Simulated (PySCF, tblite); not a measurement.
Isomers of C3H7FOSi. Method: GFN2-xTB as coded in tblite; computed harmonic values from a numerical Hessian at the method's own geometry, unscaled. Errors from tens to a few hundred cm⁻¹ against measured bands are possible. Modes of hydrogen on silicon can be 10 to 20 % off. One conformer each.

Electronic energies: PBE0-D3(BJ)/def2-SVP at its own geometries (PySCF, gas phase).

```tsv
SMILES	electronic energy, lowest = 0 (kcal/mol)
C/C(F)=C\O[SiH3]	0.0
FC/C=C/O[SiH3]	3.0
CO[C@@H]1[SiH2][C@@H]1F	51.0
```

Question: How do GFN2-xTB zero-point energies change the relative energies?

Answer: 
| SMILES | ZPE (kcal/mol) | of it from modes above 1550 cm⁻¹ | electronic (kcal/mol) | with ZPE, lowest = 0 (kcal/mol) | lowest mode (cm⁻¹) | rings |
| --- | --- | --- | --- | --- | --- | --- |
| C/C(F)=C\O[SiH3] | 56.0 | 29.7 | 0.0 | 0.0 | 27 | 0 |
| FC/C=C/O[SiH3] | 56.3 | 29.4 | 3.0 | 3.3 | 56 | 0 |
| CO[C@@H]1[SiH2][C@@H]1F | 57.5 | 28.0 | 51.0 | 52.6 | 109 | 1 |

The zero-point energies span 1.5 kcal/mol, from `C/C(F)=C\O[SiH3]` to `CO[C@@H]1[SiH2][C@@H]1F`. The order is unchanged.

Question: And how do the electronic energies of GFN2-xTB itself compare?

Answer: `C/C(F)=C\O[SiH3]` 0.0; `FC/C=C/O[SiH3]` 3.1; `CO[C@@H]1[SiH2][C@@H]1F` 68.1 kcal/mol, lowest = 0. Against the energies above, taken from the same isomer `C/C(F)=C\O[SiH3]`, the largest difference is 17.1 kcal/mol. The two levels were optimised apart and needn't hold the same conformer.

Question: What do entropy and thermal enthalpy add at 298.15 K and 1 bar (rigid rotor, harmonic oscillator, one conformer each)?

Answer: 
```
                 SMILES  point group  symmetry number  S (cal/(mol K))  H − H(0) (kcal/mol)  ZPE + H − H(0) − TS (kcal/mol)
       C/C(F)=C\O[SiH3]           Cs                1             91.6                 5.93                            34.6
         FC/C=C/O[SiH3]           C1                1             89.2                 5.69                            35.4
CO[C@@H]1[SiH2][C@@H]1F           C1                1             85.0                 5.45                            37.6
```
